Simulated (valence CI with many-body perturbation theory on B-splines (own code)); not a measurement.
Assign the levels of K⁴⁺

Computed by relativistic CI+MBPT: five valence electrons over a frozen Dirac-Fock core [Ne], a basis of 9 s, 9 p, 8 d, 6 f, 3 g, 1 h functions for each j, with the one-electron correlation potential Σ1 (screened to all orders), the two-electron term Σ2, the three-electron term Σ3, Breit, model QED; selected single and double excitations, second order for the rest, scaled by the run's own slope (own B-spline code, finite nucleus).

Against 25 measured levels this calculation errs by 352 cm⁻¹ on average and by 1172 at most. These come from a selection out of Sansonetti, J. Phys. Chem. Ref. Data 37, 7 (2008). Levels without a partner in it may be off by more. Among the levels kept, up to 980 cm⁻¹ of a level comes from second order outside the variational space, and about a tenth of that is noise between levels of different J, which matters for small intervals. 5 measured levels below the end of the list, from 206720 cm⁻¹ on, found no clear computed partner, and computed levels of the same name lie up to 6860 cm⁻¹ from them.

| No. | J | Parity | E (eV) | g |
| --- | --- | --- | --- | --- |
| 1 | 3/2 | odd | 0.000 | 2.001 |
| 2 | 3/2 | odd | 3.002 | 0.807 |
| 3 | 5/2 | odd | 3.031 | 1.200 |
| 4 | 1/2 | odd | 4.964 | 0.665 |
| 5 | 3/2 | odd | 5.004 | 1.327 |
| 6 | 5/2 | even | 16.930 | 1.601 |
| 7 | 3/2 | even | 17.104 | 1.734 |
| 8 | 1/2 | even | 17.199 | 2.669 |
| 9 | 3/2 | even | 21.031 | 0.800 |
| 10 | 5/2 | even | 21.047 | 1.201 |
| 13 | 1/2 | even | 25.556 | 1.985 |
| 14 | 3/2 | even | 26.471 | 0.402 |
| 15 | 5/2 | even | 26.536 | 1.031 |
| 16 | 7/2 | even | 26.628 | 1.240 |

Energies count from the lowest level. Strongly mixed levels and levels close to another of their J and parity are left out, so the numbers can have gaps.

**Question.** Give configuration and LS term of each level.

**Answer.** 1: 3s2 3p3 4S°; 2: 3s2 3p3 2D°; 3: 3s2 3p3 2D°; 4: 3s2 3p3 2P°; 5: 3s2 3p3 2P°; 6: 3s 3p4 4P; 7: 3s 3p4 4P; 8: 3s 3p4 4P; 9: 3s 3p4 2D; 10: 3s 3p4 2D; 13: 3s 3p4 2S; 14: 3s2 3p2 3d 4F; 15: 3s2 3p2 3d 4F; 16: 3s2 3p2 3d 4F.
